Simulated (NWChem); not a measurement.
Species: Te cation, quartet

Results from NWChem. Spin-unrestricted. Medium grid unless said otherwise, to which SCAN and Minnesota functionals are sensitive. No stability test was run on the SCF state. def2 effective core potentials on Te; no spin-orbit coupling.

For level PBE/def2-SVP:

| Property | Result |
|---|---|
| highest occupied level (eV) | -14.55 |
| lowest empty minus highest occupied level, either spin (eV) | 2.31 |

**Question.** Estimate the same quantities for level M05-2X/def2-SVP.

**Answer.** 
- highest occupied level (eV) = -17.12
- lowest empty minus highest occupied level, either spin (eV) = 6.33
